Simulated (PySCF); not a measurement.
Calculation: PBE-D3(BJ)/def2-TZVP // TPSS-D3(BJ)/def2-SVP in PySCF. All species are isolated molecules in the gas phase. One relaxed conformer stands for a flexible species; it need not be the lowest. 

Reference species: [W(F)6] (neutral, multiplicity 1).

```json
{
  "coordination_number": "6",
  "HOMO": "-10.65 eV",
  "mean_distance_from_the_central_atom_to_its_bonded_neighbours": "1.858 Å",
  "LUMO": "-5.37 eV"
}
```

After one change: the coordination number is nearly the same; the HOMO rises by 2.64 eV; the mean distance from the central atom to its bonded neighbours rises by 0.029 Å; the LUMO rises by 1.74 eV.

Q: What was changed between the two runs? The new species is one of these.
A) [W(F)(OH)5]
B) [W(F)5(OH)]
C) [W(F)4(OH)2]
D) [W(F)3(OH)3]

A: D, [W(F)3(OH)3]
